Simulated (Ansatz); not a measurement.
Geometry optimisation, Ansatz 0.2.0, RHF/def2-SVP.

Input file:

```yaml
crystal:
  periodic: [false, false, false]
  atoms:
    - { symbol: W, position_ang: [0.392273, 0.173993, -0.211281] }
    - { symbol: F, position_ang: [-0.377591, -0.243307, 2.734346] }
    - { symbol: O, position_ang: [1.953294, -0.295512, -0.963429] }
    - { symbol: H, position_ang: [2.862017, -0.314601, -1.221871] }
    - { symbol: F, position_ang: [0.329934, 1.639057, -1.325535] }
    - { symbol: F, position_ang: [-1.101321, 0.866661, 0.591688] }
    - { symbol: F, position_ang: [0.30754, -1.42133, 0.660823] }
    - { symbol: F, position_ang: [-0.678922, -0.615399, -1.480147] }
    - { symbol: Br, position_ang: [1.740013, 1.521188, 1.48582] }
    - { symbol: H, position_ang: [-0.313036, 0.599049, 3.069986] }
basis:
  gaussian: { orbitals: def2-SVP }
hamiltonian:
  xc: hf
relax:
  f_tol: 0.03
  max_steps: 50
```

Command:

```bash
$ ansatz run input.yaml --threads 4 --pin off --max-ram 5120MiB --backend cpu --events-out ev --progress --plain --runs-dir out
```

Task: Where does it end, and by what steps?

Result: It converged. The force dipped under the threshold on the way, but the program's further checks kept it going. After 35 steps the energy has fallen by 0.419 eV; F2 moved furthest, 1.85 Å.

```
step  energy less start (eV)  largest force component (eV/Å)  accepted
   0                  0.0000                           0.860       yes
   2                 -0.2264                           0.976       yes
   4                 -0.2588                           2.089        no
   6                 -0.2900                           1.306       yes
   8                 -0.3447                           0.926       yes
  10                 -0.3906                           0.571       yes
  12                 -0.4050                           0.164       yes
  14                 -0.4006                           1.090        no
  16                 -0.4113                           0.184       yes
  18                 -0.4121                           0.073       yes
  20                 -0.4132                           0.212       yes
  22                 -0.4149                           0.136       yes
  24                 -0.3966                           0.588        no
  26                 -0.4160                           0.196       yes
  28                 -0.4168                           0.006       yes
  30                 -0.4175                           0.142       yes
  32                 -0.4181                           0.099       yes
  34                 -0.4184                           0.098       yes
  35                 -0.4185                           0.027       yes
```

```xyz
10
Properties=species:S:1:pos:R:3
W 0.808 0.108 -0.209
F -1.787 0.577 3.617
O 1.958 -0.074 -1.567
H 2.603 -0.156 -2.256
F 0.170 1.703 -0.848
F -0.403 0.283 1.196
F 1.255 -1.524 0.497
F -0.560 -0.728 -1.115
Br 2.457 1.253 1.214
H -1.388 0.469 2.812
```

Whether the end is a true minimum wasn't checked by a vibrational analysis.

Time of the run: 2.9 min on 4 threads of Arm Neoverse N1, on a shared host, peak memory 0.54 GiB.
